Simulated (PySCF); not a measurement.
Two-dimensional NMR puzzle

Compound of formula C5H8O4Si. Correlations simulated from computed shifts and the bond graph:

HSQC (one-bond C–H):
```tsv
δH	δC
7.86	107.3
5.54	90.8
5.35	90.8
0.47	-7.9
```

COSY cross peaks (H two or three bonds apart, from the bond graph; peaks can be absent where the dihedral angle is near 90°):
```tsv
δH	δH
5.54	5.35
4.45	4.34
4.45	0.47
4.34	0.47
```

HMBC (two and three bonds, from the bond graph):
```tsv
δH	δC
7.86	208.9, 187.0, 90.8
5.54	208.9, 107.3
5.35	208.9, 107.3
4.45	187.0, -7.9
4.34	187.0, -7.9
0.47	187.0
```

Carbons without hydrogens: δ 208.9, 187.0.

Non-relativistic, no solvent model, equivalent nuclei averaged, a single conformation. Geometry from GFN2-xTB; σ from GIAO-PBE0/pcSseg-1; PySCF 2.14.

Shifts are taken against calculated references (same method and geometry level): 1H (σref 31.72), 13C (σref 186.93) vs TMS.

Exchangeable hydrogens are left out of these lists.

Problem. Which molecule is this?

Solution. `C([SiH2]C)(=O)O[C@@H]1OCC1=O`.

Numbering as in the mapped SMILES `[CH3:1][SiH2:2][C:3](=[O:4])[O:5][C@@H:6]1[O:7][CH2:8][C:9]1=[O:10]`; H(Xn) means a hydrogen on atom n. Ha(C8) is cis to O5 on the ring; Ha(Si2) is pro-R; Hb(Si2) is pro-S; Hb(C8) is trans to O5 on the ring.

1. δC 208.9 is C9, a ketone carbonyl carbon.
2. δC 187.0 is C3, a carbonyl carbon.
3. δC 107.3 is C6, an sp3 carbon bearing two oxygens (δH 7.86).
4. δC 90.8 is C8, an sp3 CH2 bonded to O, α to a carbonyl (δH 5.54, 5.35).
5. δC -7.9 is C1, a methyl carbon bonded to Si (δH 0.47).
6. HMBC from δH 7.86 reaches the proton-free carbons C9, C3.
7. HMBC from δH 5.54 reaches the proton-free carbon C9.
8. HMBC from δH 5.35 reaches the proton-free carbon C9.
9. HMBC from δH 4.45 reaches the proton-free carbon C3.
10. COSY links 5.54–5.35, 4.45–4.34, 4.45–0.47, 4.34–0.47.

The shifts were computed for this structure.

Shifts are as computed. Against solution values, carbons near 30 ppm lie about +3 ppm off and those near 130 ppm about +5 ppm. Of 1309 compounds with measured shifts, 239 miss one by over three times the rms of a fit or turn the order of signals round; such compounds aren't used in these exercises.
